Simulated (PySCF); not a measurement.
## Structure from NMR data

Molecular formula: C8H11ClSi. Simulated spectra:

¹H NMR (500 MHz, computed): δ 6.94 (d, 1H), 5.72 (m, 1H), 4.96 (m, 1H), 2.24 (s, 3H), 0.74 (m, 1H), 0.55 (m, 1H), 0.30 (m, 1H), 0.22 (m, 1H), -0.09 (m, 1H).

¹³C{¹H} NMR (computed): δ 161.3 (CH), 149.0 (C), 144.2 (C), 128.6 (CH), 18.0 (CH3), 4.5 (CH2), 1.9 (CH2), -4.7 (CH).

Theoretical values (PySCF): GIAO PBE0/pcSseg-1 shieldings, geometry: GFN2-xTB. No relativistic terms, rapidly exchanging positions averaged, gas phase, single conformer.

δ = σ(ref) − σ, references computed at the same level: ¹H (σ = 31.72 ppm), ¹³C (σ = 186.93 ppm) vs TMS.

Which of these isomers gave the spectra?
A. C[Si](C)(Cl)c1ccccc1
B. [SiH3]CC1=CC2(CC2)C(Cl)=C1
C. CC1=C(Cl)C=C[Si@H]1C1CC1

Answers

C. 

Rings plus π bonds: 4 (2 rings in the answer). 8 carbon signals for 8 carbons: no two carbons are equivalent. Carbon types of the structure: 2 × C, 3 × CH, 2 × CH2, 1 × CH3, leaving 1 H on heteroatoms. δC 161.3, 128.6: alkene CH; an sp2 carbon of a C=C bond. δC 149.0, 144.2: fully substituted alkene carbon; an sp2 carbon of a C=C bond. δH 6.94, 5.72: hydrogen on an alkene CH; olefinic region. δH 2.24: hydrogen on an allylic methyl carbon; allylic position. δH 0.74, 0.55, 0.30, 0.22, -0.09: hydrogen on a three-membered-ring carbon; cyclopropane-type protons are shielded by the ring.

The others: C[Si](C)(Cl)c1ccccc1 would give 5 carbon signals, not 8; [SiH3]CC1=CC2(CC2)C(Cl)=C1 would give 7 carbon signals, not 8.

Carbons that carry Cl, above all several Cl atoms, come out too deshielded, partly because spin–orbit coupling is missing. Shifts are as computed. Against solution values, carbons near 30 ppm lie about +3 ppm off and those near 130 ppm about +5 ppm; carbons on Cl a further +6 ppm. Of 1211 compounds with measured shifts, 218 miss one by over three times the rms of a fit or turn the order of signals round; such compounds aren't used in these exercises. Multiplicities follow the n + 1 count of equivalent neighbours, as no J values were calculated; m marks all less simple cases, F and P coupling included.
